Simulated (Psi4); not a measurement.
Torsional profile of C₂H₆SSi, SMILES [SiH3]/C=C\S. Scanned: dihedral C2–C3–S4–H10; all other coordinates were relaxed at B3LYP-D3(BJ)/def2-SVP. Points at φ and −φ are mirror images. Heavy atoms are numbered in the order of the SMILES [SiH3]/C=C\S, hydrogens after them in the order of the atoms that carry them; the mirror image has the same energies with the sign of each dihedral reversed.

- PBE/def2-TZVP // B3LYP-D3(BJ)/def2-SVP (Psi4)
- PBE-D3(BJ)/def2-TZVP // B3LYP-D3(BJ)/def2-SVP (Psi4)
- wB97X-D/def2-TZVP // B3LYP-D3(BJ)/def2-SVP (Psi4)
- MP2/cc-pVTZ = DF-MP2 (frozen core)/cc-pVTZ // B3LYP-D3(BJ)/def2-SVP in Psi4

Energies relative to the lowest point of each profile, in kJ/mol; the last columns give the difference from MP2:

```tsv
φ / °	PBE/def2-TZVP	PBE-D3(BJ)/def2-TZVP	wB97X-D/def2-TZVP	MP2/cc-pVTZ	PBE/def2-TZVP − MP2/cc-pVTZ	PBE-D3(BJ)/def2-TZVP − MP2/cc-pVTZ	wB97X-D/def2-TZVP − MP2/cc-pVTZ
-150	4.1	4.7	2.9	2.3	1.9	2.5	0.7
-120	11.0	11.5	7.7	6.4	4.7	5.1	1.3
-90	17.3	17.4	12.3	11.0	6.3	6.4	1.3
-60	14.1	14.1	10.5	9.7	4.4	4.3	0.7
-30	4.2	4.1	3.2	2.9	1.3	1.2	0.3
0	0.0	0.0	0.0	0.0	0.0	0.0	0.0
30	4.2	4.1	3.2	2.9	1.3	1.2	0.3
60	14.1	14.1	10.5	9.7	4.4	4.3	0.7
90	17.3	17.4	12.3	11.0	6.3	6.4	1.3
120	11.0	11.5	7.7	6.4	4.7	5.1	1.3
150	4.1	4.7	2.9	2.3	1.9	2.5	0.7
180	2.3	3.0	2.0	1.7	0.6	1.3	0.3
```

PBE/def2-TZVP is furthest from MP2/cc-pVTZ at -90 (6.3 kJ/mol, above); its mean absolute difference over the points is 3.1 kJ/mol.

PBE-D3(BJ)/def2-TZVP is furthest from MP2/cc-pVTZ at -90 (6.4 kJ/mol, above); its mean absolute difference over the points is 3.4 kJ/mol.

wB97X-D/def2-TZVP is furthest from MP2/cc-pVTZ at -90 (1.3 kJ/mol, above); its mean absolute difference over the points is 0.7 kJ/mol.
